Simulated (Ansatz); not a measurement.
Gas-phase electronic energies from Ansatz, PBE0-D4/def2-TZVP geometries. CCSD(T)/CBS is the MP2 limit (def2-TZVPP, def2-QZVPP) plus CCSD(T) − MP2 in def2-TZVPP, frozen cores. This one scheme is used for every species. Functionals use def2-TZVPP. For Se outer-core shells are correlated without core-valence functions, which leaves a few kJ/mol of doubt a bond. Scalar relativity is left out up to krypton. Each species was taken in one conformer, which may not be the lowest.

Reaction (formal hydrolysis of the Si–C bond): `C=C(F)[SiH2][SeH]` + H₂O → `O[SiH2][SeH]` + `C=CF`

(1) Is it downhill or uphill in electronic energy at CCSD(T)/CBS, and by how much? (Estimate.)

(2) What do these levels give: ωB97X-V, B2PLYP, MP2/def2-TZVPP, SCS-MP2/def2-TZVPP, MP2/def2-QZVPP, CCSD/CBS(def2)? (Estimate.)

Largest T1 diagnostic among the species: 0.012.

Results:

(1) The calculation gave: Downhill: ΔE = -0.98 eV.

(2) Computed: ωB97X-V -1.02, B2PLYP -1.07, MP2/def2-TZVPP -1.01, SCS-MP2/def2-TZVPP -1.05, MP2/def2-QZVPP -1.00, CCSD/CBS(def2) -1.01 eV.

The D4 term adds +0.08 eV with B3LYP and +0.05 eV with PBE0; it sums over pairs of atoms, weighted by their polarisabilities, and B3LYP, whose exchange is more repulsive, gets the larger term. From PBE to PBE0 (25 % exact exchange), in def2-TZVPP and without D4, ΔE moves by −0.03 eV.

B3LYP here is the variant with VWN-RPA as its local correlation; programs differ in this.
